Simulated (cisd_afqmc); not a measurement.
Input (AFQMC/CISD/cc-pVDZ; cisd_afqmc is a phaseless AFQMC code with CISD trial states that reads the integrals written by Ansatz):

Ansatz 0.2 input:
```python
import cisd_afqmc

open("ham.yaml", "w").write("""\
crystal:
  periodic: [false, false, false]
  atoms:
    - {symbol: Ga, position_ang: [0.00000000, 0.00000000, 0.00000000]}
basis:
  gaussian:
    orbitals: cc-pVDZ
magnetization: {spin_polarized: true, initial_magnetization: 1}
correlation: {method: ccsd, electrons: outside_noble_gas, hamiltonian_folder: ham}
scf: {lower_state_search: full}
""")
rep = cisd_afqmc.ansatz("ham.yaml")
e_ccsd = rep["correlation"]["coupled_cluster"]["energy"]["hartree"]
out = cisd_afqmc.run("ham", e_ccsd, trial="CISD", walkers=2000, populations=1, threads=12, dt=0.005, steps=40, early=24, settle=10, least=100,
    cut=5e-5, rank_cut=2e-4, target=0.0004, seconds=1000, seed=4, memory=62639, gpu=True)
```

Output:

```
orbitals 13, occupied [2, 1], factors 55 of 193, rank of the doubles 26 of 34
E(HF) = -1923.192196
E(CCSD) on the cut factors = -1923.235765, shift to the whole factors -0.000001
Energy of the trial state on the determinant = -1923.235651
  tau behind 7.2 of longer steps, mean of the populations' last blocks
   2.0  -1923.23646
   4.0  -1923.23644
   6.0  -1923.23590
   8.0  -1923.23626
  10.0  -1923.23664
  12.0  -1923.23649
  14.0  -1923.23621
  16.0  -1923.23639
  18.0  -1923.23642
  20.0  -1923.23646
  22.0  -1923.23707
blocks 95 (5 outliers left out), error by blocks joined: 1: 0.00002, 2: 0.00002, 4: 0.00002
E(AFQMC/CISD) = -1923.23643 +/- 0.00002
```

The error still grows at the longest joins of blocks, or few joins were possible, so the printed bar may be too narrow.
